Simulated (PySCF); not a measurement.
C4H6BF, SMILES C(=CB(F)C)=C.

Coordinates come from a B3LYP-D3(BJ)/def2-SVP optimisation. The structure was generated by enumeration, and PubChem lists no compound with its InChIKey, so it may never have been made. The values are those of a single conformer.

These are PBE/def2-TZVP in PySCF values and carry that method's errors.

Isolated molecule, no solvent.

Estimate the frontier levels, gap, dipole moment and polarisability. (An estimate is asked for; the answer gives what the named calculation found.)


* **highest occupied level**: -6.48 eV
* **lowest empty level**: -2.23 eV
* **orbital gap**: 4.25 eV
* **dipole moment**: 1.14 D
* **quadrupole, principal values (traceless, Buckingham form, about the centre of nuclear charge)**: -5.64, -0.18, 5.82 D·Å
* **mean static polarisability**: 67.7 bohr³ (10.03 Å³)
* **polarisability, principal values**: 44.9, 52.1, 106.1 bohr³
